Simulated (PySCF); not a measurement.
**Structure from NMR data**

The spectra below were simulated for a compound C4H3F3O2.

1H NMR (400 MHz, computed): δ 4.51 (m, 1H), 3.63 (m, 1H), 3.61 (m, 1H).

13C{1H} NMR (computed): δ 168.4 (C), 132.5 (C), 68.0 (CH), 45.3 (CH2).

- GIAO PBE0/pcSseg-1 shieldings
- GFN2-xTB geometry
- code: PySCF
- a single conformation, relativity neglected, no solvent, rapidly exchanging positions averaged

Shifts are taken against calculated references (same method and geometry level): 1H (31.72 ppm), 13C (186.93 ppm) vs TMS.

**Question.** Which candidate is it?
A. C=C(C(=O)O)C(F)(F)F
B. O=C1CO[C@@H]1C(F)(F)F
C. O=C1C[C@H](C(F)(F)F)O1

**Answer.** C. 

- Rings plus π bonds: 2 (1 ring in the answer).
- 4 carbon signals for 4 carbons: no two carbons are equivalent.
- Carbon types of the structure: 2 × C, 1 × CH, 1 × CH2, which accounts for all hydrogens.
- δC 168.4: ester carbonyl carbon; it is a carbonyl in resonance with an O or N lone pair, the region of acids, esters and amides.
- δC 132.5: CF3 carbon; 3 electronegative neighbours deshield it.
- δC 68.0: sp3 CH bonded to O; pulled downfield by the heteroatom.
- δC 45.3: sp3 CH2 α to a carbonyl; α to the electron-withdrawing carbonyl group.
- δH 4.51: hydrogen on an sp3 CH bonded to O; its carbon carries O, hence the downfield position.

The others: O=C1CO[C@@H]1C(F)(F)F has carbons computed at 200.9, 130.9, 102.9, 96.2; C=C(C(=O)O)C(F)(F)F would give 2 signals for carbon-bound and other non-exchanging H, not 3.

Splittings by 19F in the carbon and heteronuclear signals aren't shown, as no couplings were computed. Shifts are as computed. Against solution values, carbons near 30 ppm lie about +3 ppm off and those near 130 ppm about +5 ppm. Of 1211 compounds with measured shifts, 218 miss one by over three times the rms of a fit or turn the order of signals round; such compounds aren't used in these exercises. Multiplicities follow the n + 1 count of equivalent neighbours, as no J values were calculated; m marks all less simple cases, F and P coupling included.
